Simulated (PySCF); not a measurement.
Aluminium: a sound run and one with changed settings

Sound run: Al⁺ [Ne] 3s2, Al²⁺ [Ne] 3s1. Calculation: PySCF 2.14, in def2-SVP; the non-relativistic Hamiltonian (point nucleus). In the sound run the correlated levels freeze [Ne]. The sound run starts from symmetry-adapted Hartree-Fock orbitals and uses a fine grid where one is needed.

A second run was set up differently.

```csv
species,method,sound run (hartree),changed run (hartree),converged
Al⁺,UHF,-241.58509,-241.58509,yes
Al⁺,BP86,-242.07258,-242.07258,yes
Al⁺,PBE,-241.91886,-241.91886,yes
Al⁺,MP2,-241.61054,-241.59900,yes
Al⁺,CCSD(T),-241.62326,-241.62326,yes
Al²⁺,UHF,-240.94268,-240.94268,yes
Al²⁺,BP86,-241.37966,-241.37966,yes
Al²⁺,PBE,-241.22902,-241.22902,yes
```

Ionisation energy of Al⁺:

| method | sound run (eV) | changed run (eV) |
| --- | --- | --- |
| UHF | 17.481 | 17.481 |
| BP86 | 18.855 | 18.855 |
| PBE | 18.771 | 18.771 |
| MP2 | 18.173 | 17.859 |
| SCS-MP2 | 18.312 | 17.935 |
| CCSD | 18.519 | 18.519 |
| CCSD(T) | 18.519 | 18.519 |
| CCSDT | 18.519 | 18.519 |
| FCI | 18.519 | 18.519 |

Problem. What was changed?
A. basis contracted for another Hamiltonian
B. level shift left on
C. too few SCF iterations
D. radial grid too coarse

Solution. B. It used initial guess atom, at most 50 SCF cycles, level shift 0.5 hartree. A level shift leaves the converged SCF energy unchanged but raises the virtual orbital energies, which shrinks MP2 if it is not removed.
